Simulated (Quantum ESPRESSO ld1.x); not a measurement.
Initial-state core-level shifts of neutral iron when its valence configuration changes from [Ar] 3d6 4s2. All-electron calculation, Dirac Kohn-Sham, relativistic LDA (MacDonald-Vosko exchange, VWN5 correlation), spin-unpolarised, spherical densities, point nucleus; open shells are shared between the two j in proportion to 2j + 1. Program: ld1.x of Quantum ESPRESSO 7.5. Shifts are changes of the shell-averaged eigenvalues in eV (positive: less bound).

valence               1s       2p       3s       3p
3d5.5 4s2 4p0.5   -3.766   -4.085   -3.691   -3.604
3d3.5 4s2 4p2.5  -21.643  -23.929  -20.204  -19.651
3d5 4s2 4p1       -7.827   -8.540   -7.584   -7.395
3d8               +7.120   +8.003   +7.370   +7.160
3d7 4s1           +4.466   +5.003   +4.529   +4.398
3d7 4p1           +2.791   +3.456   +2.858   +2.714
3d6 4s1 4p1       -1.738   -1.649   -1.725   -1.728
3d6.5 4s1 4p0.5   +1.551   +1.903   +1.562   +1.485
3d6 4s1.5 4p0.5   -0.905   -0.860   -0.898   -0.900
